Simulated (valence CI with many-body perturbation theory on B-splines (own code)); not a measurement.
# E1 line list for La⁵⁰⁺

Level of theory: configuration interaction combined with many-body perturbation theory (CI+MBPT): five valence electrons over a frozen Dirac-Fock core [He], a basis of 9 s, 9 p, 8 d, 6 f, 3 g, 1 h functions for each j, with the one-electron correlation potential Σ1 (screened to all orders), the two-electron term Σ2, the three-electron term Σ3, Breit, model QED; selected single and double excitations, second order for the rest (own B-spline code, finite nucleus).

The last digits are not significant, and no measured levels were compared; by estimate large intervals hold to a few tenths of a per cent, small ones and those within an open d or f shell to about a per cent. Among the levels kept, up to 1200 cm⁻¹ of a level comes from second order outside the variational space, and about a tenth of that is noise between levels of different J, which matters for small intervals.

Lines 1 to 50 of 260 in falling wavelength, among levels below 447.73 Ry, chosen from the strongest by gf and those to the six lowest levels. Wavelengths and rates use the calculated energies. Electric multipoles are in the length gauge, E1 and E2 with the static RPA response of the core. Weak lines are less certain than strong ones. Lines between different terms over intervals too small for the method are left out, as are lines whose strength nearly cancels. The highest levels of a list are the least certain.

Levels are named by their leading jj configuration (3d3/2^4 stands for four electrons in 3d with j = 3/2), which in mixed levels can hold well under half, so a name can repeat and another be missing. Letters in brackets count levels of one name in rising energy.

| λ vac (Å) | Upper | Lower | A (s⁻¹) | S (a.u.) |
| --- | --- | --- | --- | --- |
| 186.9 | (2s 2p1/2^2 2p3/2 3p1/2) J=3/2 [b] | (2s 2p1/2^2 2p3/2 3s) J=3/2 [b] | 2.58e+09 | 3.32e-02 |
| 186.8 | (2s^2 2p1/2 2p3/2 3p1/2) J=5/2 | (2s^2 2p1/2 2p3/2 3s) J=3/2 [b] | 2.46e+09 | 4.76e-02 |
| 174.3 | (2s^2 2p1/2 2p3/2 3p1/2) J=5/2 | (2s^2 2p1/2 2p3/2 3s) J=5/2 | 3.03e+09 | 4.76e-02 |
| 174.3 | (2s^2 2p1/2^2 3p1/2) J=1/2 | (2s^2 2p1/2^2 3s) J=1/2 | 6.36e+09 | 3.33e-02 |
| 162.6 | (2s^2 2p1/2 2p3/2 3p1/2) J=3/2 [a] | (2s^2 2p1/2 2p3/2 3s) J=3/2 [a] | 3.70e+09 | 3.14e-02 |
| 156.4 | (2s 2p1/2^2 2p3/2 3d3/2) J=7/2 | (2s 2p1/2^2 2p3/2 3p3/2) J=7/2 | 1.87e+09 | 2.83e-02 |
| 148.6 | (2s^2 2p3/2^2 3p1/2) J=3/2 | (2s^2 2p3/2^2 3s) J=5/2 | 8.02e+09 | 5.20e-02 |
| 132.3 | (2s^2 2p1/2 2p3/2 3d5/2) J=7/2 [a] | (2s 2p1/2^2 2p3/2 3s) J=5/2 | 3.77e+09 | 3.45e-02 |
| 126.8 | (2s^2 2p1/2 2p3/2 3p1/2) J=3/2 [b] | (2s^2 2p1/2 2p3/2 3s) J=5/2 | 1.10e+10 | 4.43e-02 |
| 122.3 | (2s^2 2p1/2 2p3/2 3d5/2) J=5/2 [b] | (2s 2p1/2^2 2p3/2 3s) J=3/2 [a] | 3.72e+09 | 2.01e-02 |
| 122.0 | (2s^2 2p1/2 2p3/2 3d5/2) J=5/2 [b] | (2s^2 2p1/2 2p3/2 3p3/2) J=5/2 [b] | 3.83e+09 | 2.06e-02 |
| 121.6 | (2s^2 2p1/2 2p3/2 3d5/2) J=3/2 [b] | (2s^2 2p1/2 2p3/2 3p3/2) J=1/2 [b] | 7.38e+09 | 2.62e-02 |
| 120.8 | (2s 2p1/2^2 2p3/2 3d5/2) J=5/2 | (2s 2p1/2^2 2p3/2 3p3/2) J=5/2 [a] | 6.06e+09 | 3.16e-02 |
| 118.8 | (2s 2p1/2^2 2p3/2 3d5/2) J=9/2 | (2s 2p1/2^2 2p3/2 3p3/2) J=7/2 | 1.88e+10 | 1.55e-01 |
| 114.6 | (2s^2 2p1/2 2p3/2 3d5/2) J=7/2 [b] | (2s^2 2p1/2 2p3/2 3p3/2) J=5/2 [b] | 1.42e+10 | 8.42e-02 |
| 112.9 | (2s^2 2p1/2 2p3/2 3d5/2) J=9/2 | (2s^2 2p1/2 2p3/2 3p3/2) J=7/2 | 2.01e+10 | 1.43e-01 |
| 112.0 | (2s 2p1/2^2 2p3/2 3d5/2) J=7/2 | (2s 2p1/2^2 2p3/2 3p3/2) J=5/2 [a] | 1.83e+10 | 1.02e-01 |
| 111.3 | (2s^2 2p1/2^2 3d5/2) J=5/2 | (2s^2 2p1/2^2 3p3/2) J=3/2 | 2.11e+10 | 8.63e-02 |
| 107.2 | (2s 2p1/2^2 2p3/2 3d5/2) J=5/2 | (2s 2p1/2^2 2p3/2 3p3/2) J=3/2 [a] | 1.50e+10 | 5.47e-02 |
| 107.0 | (2s 2p1/2^2 2p3/2 3d5/2) J=3/2 | (2s 2p1/2^2 2p3/2 3p3/2) J=3/2 [a] | 9.56e+09 | 2.31e-02 |
| 106.2 | (2s^2 2p1/2 2p3/2 3d5/2) J=5/2 [a] | (2s^2 2p1/2 2p3/2 3p3/2) J=3/2 [a] | 1.47e+10 | 5.22e-02 |
| 103.5 | (2s^2 2p1/2 2p3/2 3d5/2) J=7/2 [a] | (2s^2 2p1/2 2p3/2 3p3/2) J=5/2 [a] | 1.63e+10 | 7.13e-02 |
| 102.5 | (2s^2 2p1/2 2p3/2 3d5/2) J=3/2 [a] | (2s^2 2p1/2 2p3/2 3p3/2) J=1/2 [a] | 1.29e+10 | 2.74e-02 |
| 98.57 | (2s^2 2p1/2 2p3/2 3d5/2) J=5/2 [b] | (2s^2 2p1/2 2p3/2 3p3/2) J=3/2 [b] | 9.95e+09 | 2.82e-02 |
| 95.57 | (2s^2 2p1/2 2p3/2 3d5/2) J=7/2 [b] | (2s^2 2p1/2 2p3/2 3p3/2) J=7/2 | 4.55e+09 | 1.57e-02 |
| 88.79 | (2s^2 2p1/2 2p3/2 3d5/2) J=3/2 [b] | (2s^2 2p1/2 2p3/2 3p3/2) J=3/2 [a] | 1.37e+10 | 1.89e-02 |
| 77.01 | (2s^2 2p3/2^3) J=3/2 | (2s 2p1/2^2 2p3/2^2) J=1/2 | 7.40e+07 | 6.67e-05 |
| 73.68 | (2s 2p1/2^2 2p3/2 3p3/2) J=7/2 | (2s^2 2p1/2 2p3/2 3p3/2) J=5/2 [b] | 1.03e+10 | 1.62e-02 |
| 70.78 | (2s 2p1/2^2 2p3/2 3p3/2) J=3/2 [a] | (2s 2p1/2^2 2p3/2 3s) J=3/2 [a] | 4.71e+10 | 3.30e-02 |
| 69.27 | (2s 2p1/2^2 2p3/2 3d3/2) J=7/2 | (2s^2 2p1/2 2p3/2 3d3/2) J=5/2 [b] | 2.37e+10 | 3.11e-02 |
| 68.67 | (2s 2p1/2^2 2p3/2 3d5/2) J=3/2 | (2s 2p1/2^2 2p3/2 3p1/2) J=1/2 | 1.76e+10 | 1.13e-02 |
| 66.64 | (2s^2 2p1/2 2p3/2 3p3/2) J=3/2 [a] | (2s^2 2p1/2 2p3/2 3s) J=3/2 [b] | 4.05e+10 | 2.36e-02 |
| 66.01 | (2s^2 2p1/2 2p3/2 3p3/2) J=5/2 [a] | (2s^2 2p1/2 2p3/2 3s) J=3/2 [a] | 4.28e+10 | 3.65e-02 |
| 65.89 | (2s 2p1/2^2 2p3/2 3p3/2) J=5/2 [a] | (2s 2p1/2^2 2p3/2 3s) J=3/2 [a] | 6.25e+10 | 5.29e-02 |
| 65.81 | (2s 2p1/2^2 2p3/2 3p3/2) J=5/2 [a] | (2s^2 2p1/2 2p3/2 3p3/2) J=5/2 [b] | 1.69e+10 | 1.43e-02 |
| 65.21 | (2s^2 2p1/2 2p3/2 3d3/2) J=5/2 [b] | (2s^2 2p1/2 2p3/2 3p1/2) J=3/2 [b] | 4.81e+10 | 3.95e-02 |
| 64.85 | (2s 2p1/2^2 2p3/2 3p3/2) J=7/2 | (2s 2p1/2^2 2p3/2 3s) J=5/2 | 1.14e+11 | 1.23e-01 |
| 64.60 | (2s^2 2p1/2 2p3/2 3d3/2) J=3/2 [b] | (2s^2 2p1/2 2p3/2 3p1/2) J=3/2 [b] | 4.94e+10 | 2.63e-02 |
| 64.58 | (2s 2p1/2^2 2p3/2 3p3/2) J=1/2 [a] | (2s 2p1/2^2 2p3/2 3s) J=3/2 [a] | 5.61e+10 | 1.49e-02 |
| 64.11 | (2s 2p1/2^2 2p3/2 3p3/2) J=5/2 [b] | (2s 2p1/2^2 2p3/2 3s) J=3/2 [b] | 1.34e+11 | 1.05e-01 |
| 63.87 | (2s^2 2p1/2 2p3/2 3p3/2) J=1/2 [a] | (2s^2 2p1/2 2p3/2 3s) J=1/2 | 8.04e+10 | 2.07e-02 |
| 62.84 | (2s^2 2p1/2 2p3/2 3d3/2) J=1/2 [b] | (2s^2 2p1/2 2p3/2 3p1/2) J=3/2 [b] | 6.00e+10 | 1.47e-02 |
| 62.73 | (2s 2p1/2^2 2p3/2 3d3/2) J=5/2 | (2s 2p1/2^2 2p3/2 3p1/2) J=5/2 | 1.48e+10 | 1.08e-02 |
| 62.68 | (2s^2 2p1/2 2p3/2 3p3/2) J=7/2 | (2s^2 2p1/2 2p3/2 3s) J=5/2 | 1.44e+11 | 1.40e-01 |
| 62.62 | (2s 2p1/2^2 2p3/2 3d3/2) J=5/2 | (2s 2p1/2^2 2p3/2 3p1/2) J=3/2 [a] | 4.68e+10 | 3.40e-02 |
| 62.38 | (2s^2 2p1/2 2p3/2 3d3/2) J=3/2 [a] | (2s^2 2p1/2 2p3/2 3p1/2) J=3/2 [a] | 4.16e+10 | 1.99e-02 |
| 62.12 | (2s 2p1/2^2 2p3/2 3p3/2) J=3/2 [a] | (2s^2 2p1/2 2p3/2 3p3/2) J=3/2 [b] | 4.83e+10 | 2.28e-02 |
| 61.95 | (2s^2 2p1/2 2p3/2 3d3/2) J=5/2 [a] | (2s^2 2p1/2 2p3/2 3p1/2) J=3/2 [a] | 4.33e+10 | 3.05e-02 |
| 61.78 | (2s^2 2p1/2 2p3/2 3p3/2) J=3/2 [a] | (2s^2 2p1/2 2p3/2 3s) J=1/2 | 5.32e+10 | 2.48e-02 |
| 61.69 | (2s 2p1/2^2 2p3/2 3d3/2) J=3/2 | (2s 2p1/2^2 2p3/2 3p1/2) J=5/2 | 2.69e+10 | 1.25e-02 |
